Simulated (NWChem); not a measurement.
AgH$_{3}$O; SMILES [OH2]->[AgH]

def2 effective core potentials on Ag; no spin-orbit coupling.

Task: Give the equilibrium geometry at PBE-D3(BJ)/def2-SVP with def2 effective core potentials on Ag (NWChem) as a list of bonds and angles, with the point group.

Result: point group Cs; any orientation.
Bonded distances (Å): Ag1–H2 1.601, Ag1–O3 2.263, O3–H4 0.977, O3–H5 0.977. Bond angles (°): H2–Ag1–O3 178.5, Ag1–O3–H4 109.2, Ag1–O3–H5 109.2, H4–O3–H5 104.3.
